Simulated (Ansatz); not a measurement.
Geometry optimisation, RKS B3LYP-D4/def2-SVP in Ansatz.

Input:

```yaml
crystal:
  periodic: [false, false, false]
  atoms:
    - { symbol: C, position_ang: [0.1844, 1.1569, 0.1785] }
    - { symbol: O, position_ang: [-0.0198, 0.3724, -0.9586] }
    - { symbol: Al, position_ang: [-0.084, -1.3987, -0.437] }
    - { symbol: Cl, position_ang: [-1.8972, -2.3389, 0.1184] }
    - { symbol: H, position_ang: [0.1565, 2.2507, -0.1901] }
    - { symbol: H, position_ang: [-0.7222, 1.1078, 0.866] }
    - { symbol: H, position_ang: [1.1261, 1.0044, 0.6913] }
    - { symbol: H, position_ang: [1.3483, -2.2116, -0.3242] }
basis:
  gaussian: { orbitals: def2-SVP }
hamiltonian:
  xc: b3lyp
  dispersion: d4
relax:
  f_tol: 0.015
  max_steps: 40
```

Run as:

```bash
$ ansatz run input.yaml --threads 1 --pin off --max-ram 2048MiB --backend cpu --events-out ev --progress --plain --runs-dir out
```

Problem. Where does it end, and by what steps?

Solution. The run converged. The force dipped under the threshold on the way, but the program's further checks kept it going. After 13 steps the energy has fallen by 0.742 eV; O2 moved furthest, 1.01 Å.

| step | energy less start (eV) | largest force component (eV/Å) | accepted |
| --- | --- | --- | --- |
| 0 | 0.0000 | 3.271 | yes |
| 1 | -0.3402 | 1.551 | yes |
| 2 | -0.4639 | 0.714 | yes |
| 3 | -0.5158 | 0.686 | yes |
| 4 | -0.5936 | 0.634 | yes |
| 5 | -0.6588 | 0.351 | yes |
| 6 | -0.7047 | 0.135 | yes |
| 7 | -0.7103 | 0.358 | yes |
| 8 | -0.7290 | 0.212 | yes |
| 9 | -0.7359 | 0.275 | yes |
| 10 | -0.7411 | 0.032 | yes |
| 11 | -0.7417 | 0.011 | yes |
| 12 | -0.7420 | 0.017 | yes |
| 13 | -0.7420 | 0.009 | yes |

```xyz
8
Properties=species:S:1:pos:R:3
C 0.143 1.271 0.266
O 0.594 0.040 -0.226
Al 0.083 -1.554 -0.429
Cl -1.856 -2.097 0.204
H 0.150 2.030 -0.536
H -0.884 1.213 0.673
H 0.809 1.629 1.071
H 1.055 -2.589 -1.079
```

Whether the end is a true minimum wasn't checked by a vibrational analysis.

Run time: 51 s on 1 CPU thread of a shared host.
